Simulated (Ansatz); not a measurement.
A structure relaxed at PBE0-D4/def2-SVP in Ansatz, charge 0, singlet:

Cartesian coordinates in Å:
```
B -0.442 1.585 0.805
B 0.584 -0.595 -0.670
B 0.552 0.951 -0.231
B -0.572 -0.208 0.438
B -1.471 0.602 1.438
Al 1.349 -2.335 -1.779
```

(1) Give its formula and point group.

(2) Summarise the bond lengths by kind (pairs closer than 1.2 times the sum of covalent radii, bridged metal pairs left out).

Results:

(1) AlB₅ (the lowest singlet isomer of a short search). Point group Cs (tolerance 0.1 Å).

(2) 7 × B–B 1.56 to 1.83 Å; 1 × Al–B 2.20 Å.

The restricted singlet is unstable towards broken spin symmetry at other levels; at PBE0-D4/def2-SVP this wasn't settled. The structure comes from a short search, and lower isomers may exist.
